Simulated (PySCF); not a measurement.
**Question.** Write Cartesian coordinates for `CC/C=C/B(OC)OC` as optimised with PBE0-D3(BJ)/def2-SVP.

**Answer.** 
```xyz
22
C6H13BO2 angstrom
C      3.548    0.672    0.565
C      2.677   -0.010   -0.487
C      1.232    0.348   -0.363
C      0.209   -0.510   -0.211
B     -1.269   -0.025   -0.097
O     -1.518    1.313   -0.133
C     -2.824    1.814   -0.045
O     -2.342   -0.860    0.037
C     -2.226   -2.254    0.074
H      3.249    0.372    1.581
H      3.462    1.768    0.505
H      4.610    0.412    0.433
H      2.797   -1.105   -0.434
H      3.028    0.295   -1.491
H      0.998    1.422   -0.393
H      0.453   -1.580   -0.174
H     -2.805    2.881   -0.312
H     -3.225    1.717    0.978
H     -3.513    1.287   -0.725
H     -1.794   -2.657   -0.857
H     -1.601   -2.594    0.919
H     -3.231   -2.684    0.198
```

Any rigid rotation of these coordinates is as good. Atoms count from 1 in this order. Of the pairs four or more bonds apart, O6···H15 is among the closest relative to their van der Waals radii: 2.53 Å, 93 % of the sum of Bondi's values. O6 (boron-bound oxygen) is bent (angle 121.3°). B5 (three-coordinate boron) is planar (angles 124.2°, 118.4° and 117.4°, sum 360.0°, 0.00 Å off the plane of its three neighbours). The C–C distances run from 1.343 Å (C3=C4, drawn double) to 1.526 Å (C1–C2, drawn single), a spread of 0.183 Å.

Bonds between heavy atoms (Å): C1–C2 1.526, C2–C3 1.494, C3=C4 1.343, C4–B5 1.560, B5–O6 1.362, O6–C7 1.402, B5–O8 1.366, O8–C9 1.400.

Computed with PBE0-D3(BJ)/def2-SVP geometry optimisation, gas phase (PySCF 2.14.0).

Point group: C1 (no symmetry element, even within 0.4 Å). No PBE0-D3(BJ)/def2-SVP frequencies stand behind this structure, so it isn't proved a minimum. One conformer, not necessarily the lowest (C1–C2–C3–C4 -124°, C3–C4–B5–O6 -1°, C4–B5–O6–C7 180°, C4–B5–O8–C9 -1°).
